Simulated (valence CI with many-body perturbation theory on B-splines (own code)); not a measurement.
**Eu⁴¹⁺: input, log and results**

Computed by configuration interaction combined with many-body perturbation theory (CI+MBPT): four valence electrons over a frozen Dirac-Fock core [Ar], radial functions for each j: 7 s, 7 p, 8 d, 6 f, 4 g, 1 h, with the one-electron correlation potential Σ1 (screened to all orders), the two-electron term Σ2, the three-electron term Σ3, Breit, model QED; selected single and double excitations, second order for the rest, scaled by the run's own slope (own B-spline code, finite nucleus).

Command, and the settings that its task file holds:

```sh
python run_cv.py task.json out
```

```
atom Eu  Z=63  mass_number=153  rms_radius_fm=5.1115
core [Ar]
valence 3d4
avg = 1
basis = M
beyond = 1
breit = 1
cap = 32000
capref = 2200
cscale = 1
de = 0.0
dress = 0
eps = 2e-08
extrap = 1
h = 0.27
hh = 1
l2 = 3
lcore = 6
maxit = 60
n2 = 5
natural = 1
nlev = 190
nno = [4, 4, 5, 4, 3, 1]
nroot = 40
nsp = [3, 3, 3, 2, 1, 0]
pt2 = 1
qed = 1
rpa = 1
s1 = 1
s2 = 1
s3 = 1
screen = 1
tol = 2e-05
whole = 1
```

It took 26 s on 1 thread of Intel(R) Xeon(R) Processor @ 2.30GHz, on a shared host.

Log. The first blocks belong to the next ion, which gives the ionisation energy. Fields: 2J, parity (1 odd), roots, reference size, generating configurations, candidates as configurations/state functions, variational space P, stored matrix elements, Davidson steps; e2 is the range of second-order energies in hartree. The first line gives the box (bohr), its intervals, the orbitals and the steps of their self-consistent field. Window is the range of levels sought, series limit the energy at which the first omitted orbital would enter, core excitation an estimate of the first excitation out of the core, left out the lowest levels not solved, and shifts from estimates the range by which levels moved from their first estimate, all in cm⁻¹.

```
rmax 2.7 intervals 57 orbitals 59 references ['3d4', '3d3 4s', '3d3 4p'] scf 4 t 0.8
2J=3 par=0 roots 2 ref 41 generators 4 cand 1677/4149 P 1056/2668 nnz 2e+06 it 4
2J=3 par=0 roots 2 ref 41 generators 4 cand 643/1522 P 1297/3305 nnz 3e+06 it 4
   second order: generators 7 cand 1981/4737 e2 -0.00001 -0.00001
2J=5 par=0 roots 2 ref 45 generators 3 cand 1730/5058 P 1022/3200 nnz 2.8e+06 it 4
2J=5 par=0 roots 2 ref 45 generators 3 cand 729/1903 P 1348/4111 nnz 4.6e+06 it 3
   second order: generators 5 cand 2034/5697 e2 -0.00001 -0.00001
reference levels 1454, estimated 34, window 1366790 1/cm; series limit 19814356, core excitation 1942350
2J=0 par=0 roots 5 ref 37 generators 4 cand 1135/1944 P 2068/3851 nnz 2.9e+06 it 4
2J=0 par=0 roots 5 ref 37 generators 4 cand 354/629 P 2301/4285 nnz 3.7e+06 it 3
   second order: generators 7 cand 3428/9170 e2 -0.00002 -0.00000
2J=2 par=0 roots 4 ref 93 generators 3 cand 2097/9444 P 1225/6391 nnz 9.7e+06 it 4
2J=2 par=0 roots 4 ref 93 generators 3 cand 1332/5645 P 2155/10628 nnz 2.5e+07 it 4
   second order: generators 4 cand 2084/14875 e2 -0.00001 -0.00000
2J=8 par=0 roots 7 ref 121 generators 4 cand 2265/16382 P 776/6398 nnz 9.8e+06 it 5
2J=8 par=0 roots 7 ref 121 generators 4 cand 1797/12598 P 2313/17261 nnz 6.5e+07 it 7
   second order: generators 5 cand 1942/24170 e2 -0.00001 -0.00001
2J=4 par=0 roots 8 ref 133 generators 4 cand 2298/15020 P 855/6392 nnz 9.5e+06 it 5
2J=4 par=0 roots 8 ref 133 generators 4 cand 1777/11248 P 2388/16298 nnz 5.6e+07 it 7
   second order: generators 5 cand 1926/21059 e2 -0.00001 -0.00000
2J=6 par=0 roots 6 ref 136 generators 3 cand 2307/17007 P 739/6397 nnz 1e+07 it 5
2J=6 par=0 roots 6 ref 136 generators 3 cand 1868/13238 P 2197/17281 nnz 6.5e+07 it 5
   second order: generators 4 cand 2092/25059 e2 -0.00001 -0.00001
2J=10 par=0 roots 2 ref 88 generators 2 cand 2093/13254 P 812/6396 nnz 1.1e+07 it 4
2J=10 par=0 roots 2 ref 88 generators 2 cand 1612/9443 P 1798/13051 nnz 4.1e+07 it 5
   second order: generators 2 cand 626/2788 e2 -0.00002 -0.00001
2J=12 par=0 roots 2 ref 56 generators 2 cand 1767/9406 P 1107/6383 nnz 1.1e+07 it 4
2J=12 par=0 roots 2 ref 56 generators 2 cand 1082/5573 P 1864/10383 nnz 2.6e+07 it 4
   second order: generators 2 cand 325/1573 e2 -0.00001 -0.00001
left out: unestimated 10293231, estimated none, shifts from estimates -350 to 30
operators 1.2
```

The Davidson iterations converged.

The last digits are not significant, and no measured levels were compared; by estimate large intervals hold to a few tenths of a per cent, small ones and those within an open d or f shell to about a per cent. Only levels of the ground parity were solved; by the run's estimate the other parity begins above the list, which can be wrong where configurations are misplaced.

```yaml
Valence_energy: -490.9305 hartree
Ionisation_energy: "3169.1 eV (NIST: 3168 ± 4 eV (theoretical))"
Reference_configurations_for_the_orbitals: 3d4, 3d3 4s, 3d3 4p
Radial_orbitals: 59
Box_radius: 2.729 bohr
Largest_variational_space: 17281
Lowest_levels: (3d3/2^4) J=0 0.000, (3d3/2^3 3d5/2) J=1 26.407, (3d3/2^3 3d5/2) J=4 36.466, (3d3/2^3 3d5/2) J=2 36.825, (3d3/2^3 3d5/2) J=3 40.138, (3d3/2^2 3d5/2^2) J=0 [a] 60.177, (3d3/2^2 3d5/2^2) J=2 [a] 62.325, (3d3/2^2 3d5/2^2) J=4 [a] 62.460, (3d3/2^2 3d5/2^2) J=3 [a] 64.248, (3d3/2^2 3d5/2^2) J=5 67.726, (3d3/2^2 3d5/2^2) J=6 70.171, (3d3/2^2 3d5/2^2) J=1 70.520, (3d3/2^2 3d5/2^2) J=4 [b] 74.164, (3d3/2^2 3d5/2^2) J=3 [b] 74.572 eV
```

Levels are named by their leading jj configuration (3d3/2^4 stands for four electrons in 3d with j = 3/2), which in mixed levels can hold well under half, so a name can repeat and another be missing. Letters in brackets count levels of one name in rising energy.
